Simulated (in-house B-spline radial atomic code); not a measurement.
Atomic self-consistent-field run: neutral bromine. Computed with an all-electron radial atomic-structure program (B-spline basis): Dirac-Kohn-Sham PW91, spherical fractional occupations, Fermi nucleus of rms radius 4.1629 fm.

Command:
```bash
python run_scf.py task.json out
```
Settings (nuclear radius in fm, mass in u):
```
Z                35
configuration    [Ar] 3d10 4s2 4p5
hamiltonian      dirac
method           pw91,pw91
spin_polarised   False
nucleus          fermi
rms_radius       4.1629
atomic_mass      78.91834
speed_of_light   137.035999084
```

Output (hartree, bohr):
```
 radial grid: 78 intervals, B-splines of order 8, outer radius 50 bohr

 iter        energy (Eh)    residual
    1       -2606.612682    4.13e-01
    2       -2606.884932    1.08e-01
    3       -2607.109389    1.65e-02
    4       -2607.112181    8.08e-03
    5       -2607.112384    1.64e-03
    6       -2607.112402    9.50e-04
    7       -2607.112422    2.70e-05
    8       -2607.112422    1.09e-05
    9       -2607.112422    1.16e-07

 total energy                     -2607.11242
 kinetic                            2673.3153
 electron-nucleus                  -6296.3220
 Hartree                            1108.6484
 exchange-correlation                -92.7541

 first-order corrections (not in the total)
   Gaunt                             1.4329
   retardation                      -0.1369
   frequency dependence             -0.0061
   self-energy                       0.9591
   Uehling                          -0.0970
   Wichmann-Kroll                    0.0010
   recoil                            0.0132

 orbital      occ     eigenvalue          <r>       <r^2>       <1/r>       <r^4>       r_max    small
 1s1/2      2.000      -489.3373    0.0427456  0.00246061     35.6612 1.56028e-05     0.02791  1.61e-02
 2s1/2      2.000       -63.6715     0.189273   0.0423029     7.95514  0.00309968      0.1593  3.18e-03
 2p1/2      2.000       -57.3465     0.162729   0.0325104     7.92349  0.00213296      0.1252  3.18e-03
 2p3/2      4.000       -55.5997     0.166623   0.0339553     7.66337  0.00230682      0.1284  3.10e-03
 3s1/2      2.000        -8.7453     0.551342    0.349869     2.60559    0.194709      0.4841  7.66e-04
 3p1/2      2.000        -6.5458     0.556959    0.363699     2.48814    0.224561      0.4753  7.15e-04
 3p3/2      4.000        -6.2944     0.567485    0.377412     2.42576    0.241734       0.484  6.95e-04
 3d3/2      4.000        -2.4785      0.58802    0.429245     2.16254    0.403345      0.4292  5.74e-04
 3d5/2      6.000        -2.4386     0.592138    0.435232     2.14618    0.414761      0.4319  5.68e-04
 4s1/2      2.000        -0.7424      1.67325     3.21562    0.796427     16.8992       1.418  1.13e-04
 4p1/2      1.667        -0.3031      2.07106     5.06609    0.641204     47.4994       1.644  7.53e-05
 4p3/2      3.333        -0.2848      2.12113     5.32031    0.624929     52.6568       1.678  7.21e-05
```

Cost of the run: 2.7 s on 1 thread of Arm Neoverse N1, with other jobs on the host.

For the Dirac Hamiltonian the kinetic term is c α·p + (β - 1)c².
